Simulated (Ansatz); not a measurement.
Geometry optimisation, Ansatz, RKS B3LYP-D4/def2-SVP.

input.yaml

```yaml
crystal:
  periodic: [false, false, false]
  atoms:
    - { symbol: Ti, position_ang: [0.0, 0.0, 0.0] }
    - { symbol: Cl, position_ang: [0.0, 0.0, 2.72] }
    - { symbol: "N", position_ang: [1.9426, 0.0, -0.686] }
    - { symbol: H, position_ang: [2.4408, -0.918, -0.8667] }
    - { symbol: H, position_ang: [2.4438, 0.918, -0.8582] }
    - { symbol: Cl, position_ang: [-1.1163, 1.9339, -0.7892] }
    - { symbol: Cl, position_ang: [-1.1163, -1.9339, -0.7892] }
    - { symbol: F, position_ang: [-2.0213, 0.0, 0.6716] }
    - { symbol: H, position_ang: [-1.4923, 0.0, 1.8444] }
basis:
  gaussian: { orbitals: def2-SVP }
hamiltonian:
  xc: b3lyp
  dispersion: d4
relax:
  f_tol: 0.15
  max_steps: 25
  restrain:
    - { distance: [0, 7], at: 1.83, k: 30.0 }
    - { distance: [8, 1], at: 1.37, k: 30.0 }
    - { distance: [0, 1], at: 3.57, k: 30.0 }
    - { distance: [8, 7], at: 2.12, k: 30.0 }
```

Command:

```bash
$ ansatz run input.yaml --threads 4 --pin off --max-ram 5120MiB --backend cpu --events-out ev --progress --plain --runs-dir out
```

Task: Where does it end, and by what steps?

Result: It converged. The restraints hold the end off the free minimum. After 11 steps the energy has fallen by 2.905 eV (the restraints' own energy left out); Cl7 moved furthest, 1.14 Å. Parted: Ti1–Cl2 (2.72 → 3.59 Å). Joined: Cl2–H9 (1.73 → 1.33 Å).

```
step  energy less start (eV)  largest force component (eV/Å)  accepted
   0                  0.0000                           3.847       yes
   1                  0.2012                           2.582       yes
   2                  0.0647                           2.037       yes
   3                 -0.6017                           1.701       yes
   4                 -1.4504                           1.081       yes
   5                 -2.0028                           1.138       yes
   6                 -2.3493                           1.473       yes
   7                 -2.6213                           1.395       yes
   8                 -2.7886                           1.208       yes
   9                 -2.8647                           1.139       yes
  10                 -2.8905                           1.092       yes
  11                 -2.9047                           1.024       yes
```

```xyz
9
Properties=species:S:1:pos:R:3
Ti -0.477 -0.007 -0.693
Cl 0.578 0.177 2.732
N 1.314 -0.037 -0.310
H 1.840 -0.881 -0.090
H 1.832 0.795 -0.031
Cl -0.825 1.865 -1.766
Cl -0.824 -1.806 -1.888
F -1.629 -0.072 0.691
H -0.728 -0.035 2.603
```

The run took 44 s on 4 threads of Arm Neoverse V1, with other jobs on the host, peak memory 0.38 GiB.
